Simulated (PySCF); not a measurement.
Level of theory: TPSSh-D3(BJ)/def2-TZVP // B3LYP-D3(BJ)/def2-TZVP (PySCF). All species are isolated molecules in the gas phase. 

Reference species (SMILES): `[Cl][SnH]([Cl])[Cl]` (neutral, multiplicity 1).

The dipole moment is 2.03 D.

Changed species: `[Cl][SnH2][Cl]` (whole molecule; the reference has whole molecule).

Task: Give the shifts of the dipole moment.

Result: the dipole moment increases by 0.60 D, to 2.63 D.
